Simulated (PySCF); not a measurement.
Species: C7H9F (charge +1 and doublet state).
Z-matrix (Å and degrees, GFN2-xTB geometry), rows numbered from 1:
```
C 
C   1  1.3486
C   2  1.4996  1  133.47
C   3  1.5463  2   87.21  1  -165.94
F   4  1.3499  3  118.32  2  -129.41
C   2  1.4468  1  134.01  3  -174.36
C   6  1.3618  2  137.43  1   -22.47
C   7  1.4552  6  126.55  2    -7.74
H   1  1.0780  2  122.56  3   171.04
H   1  1.0794  2  120.42  3    -9.84
H   3  1.0910  2  113.34  1    82.03
H   3  1.0880  2  117.38  1   -46.15
H   4  1.0995  3  112.85  2   104.05
H   7  1.0864  6  116.76  2   174.40
H   8  1.0966  7  109.43  6  -122.60
H   8  1.0858  7  113.60  6    -0.10
H   8  1.0955  7  109.41  6   124.85
```

The hyperfine couplings belong to this conformer and change with its torsions.

Identity: `[CH2+][C]1C[C@@H](F)/C1=C/C` [radical] (charge +1).

Computed, not measured: UKS B3LYP, pcH-1 on C F H, non-relativistic, mean-field spin-orbit, GIAO (PySCF 2.14.0). Isolated species at its GFN2-xTB geometry (one conformer only). A GFN2-xTB geometry isn't a minimum of the functional, and hyperfine couplings can be far from their values at a DFT geometry, by a factor of two or more for some ions and for spin on atoms past the first row. The frame is twisted about the C6–C7 bond at this geometry (dihedral C2–C6–C7–C8 = -8°); couplings at other torsion angles weren't computed. The SCF solution wasn't tested for stability.

Q: What is the g tensor, term by term?

A: 
```json
{"Δg (ppm)": "relativistic mass correction", "1": "-139", "2": "-139", "3": "-139"}
{"Δg (ppm)": "gauge correction", "1": "-7", "2": "31", "3": "30"}
{"Δg (ppm)": "orbital Zeeman/spin–orbit", "1": "37", "2": "660", "3": "732"}
{"Δg (ppm)": "total", "1": "-109", "2": "552", "3": "623"}
```

So g = 2.00221, 2.00287, 2.00294 and g_iso = 2.00267; the tensor is close to axial: the two nearest values differ by 10 % of g3 − g1. Axes: g2 points within 13° of the C1–C2 bond and g3 points within 7° of the C6–C7 bond.

Q: What effective moment and Curie constant follow for a powder?

A: With the mean of g² = 4.0107 and S(S+1) = 0.75: μ_eff = √(⟨g²⟩S(S+1)) = 1.734 μB and χT = 0.12505·⟨g²⟩·S(S+1) = 0.376 cm³ K/mol (cgs; spin-Hamiltonian part alone).

Q: What are the electron Larmor frequencies g μB B/h along the three axes at 330 mT?

A: 9.2477, 9.2508, 9.2511 GHz for g1, g2 and g3, a range of 3.4 MHz.

Q: Average each term over the three axes. Which is largest in size?

A: The orbital-Zeeman/spin–orbit term 477, the mass correction -139 and the gauge correction 18 ppm, for a total of 355 ppm. The orbital-Zeeman/spin–orbit term is the largest in size. The mass correction is the same along every axis, so the anisotropy comes from the other two: their spans along these axes are 38 (gauge) and 695 ppm (orbital Zeeman/spin–orbit).

Q: In a frozen sample, at which fields do the three g values resonate at 9.5, 34, 94 and 263 GHz (hyperfine left aside), and which band first spreads them over more than twice a line width of 1.0 mT?

A: 
| band | GHz | B(g3) mT | B(g2) mT | B(g1) mT | spread mT |
| --- | --- | --- | --- | --- | --- |
| X | 9.5 | 338.88 | 338.89 | 339.00 | 0.12 |
| Q | 34.0 | 1212.83 | 1212.87 | 1213.27 | 0.44 |
| W | 94.0 | 3353.11 | 3353.23 | 3354.34 | 1.23 |
| J | 263.0 | 9381.58 | 9381.91 | 9385.01 | 3.43 |

The spread grows in proportion to the frequency. J band is the first where it exceeds 2.0 mT.

The Mulliken spin populations are largest on C1 (+0.49), C7 (+0.35) and C6 (+0.15).

The HOMO–LUMO gaps are 4.95 eV among the α and 3.20 eV among the β orbitals.

Time: 91 s of wall time (with the writing of density and orbital grids); peak memory 0.97 GiB. Hardware: an Arm Neoverse V1 with one thread, shared host with 32 logical CPUs at a one-minute load of 26.

The SMILES draws the unpaired electron on C2; the largest computed Mulliken spin population is on C1 (0.49 against -0.01).
